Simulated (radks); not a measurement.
The numbers below are computed, except where a source is named.
V+, configuration [Ar] 3d4. Level of theory: scalar-relativistic Kohn-Sham, HCTH/407, spin-unpolarised, spherical densities, finite nucleus; Fermi nuclear charge, rms radius 3.6002 fm (a radial shooting solver on a logarithmic mesh with Libxc functionals).

Radial electron density D(r) = 4 pi r^2 rho(r):

```
   r/bohr * D(r) (the largest magnitude, 29.7, reaches the edge; | marks zero)
 0.003308 | *
 0.004342 |  *
 0.005745 |    *
 0.007601 |       *
 0.009977 |            *
   0.0132 |                  *
  0.01733 |                          *
  0.02293 |                                   *
  0.03009 |                                           *
  0.03982 |                                                 *
  0.05268 |                                                 *
  0.06915 |                                            *
  0.09149 |                                      *
   0.1201 |                                       *
   0.1589 |                                               *
   0.2086 |                                                      *
    0.276 |                                               *
   0.3651 |                             *
   0.4793 |                 *
   0.6341 |                  *
   0.8323 |                     *
    1.101 |                 *
    1.446 |        *
    1.913 |   *
    2.531 |*
    3.322 *
    4.395 *
    5.769 *
    7.633 *
```

D(r) has 3 maxima, at r = 0.0460, 0.215, 0.832 bohr, and minima at 0.103, 0.532 bohr, inside which lie 2.13, 10.52 electrons.
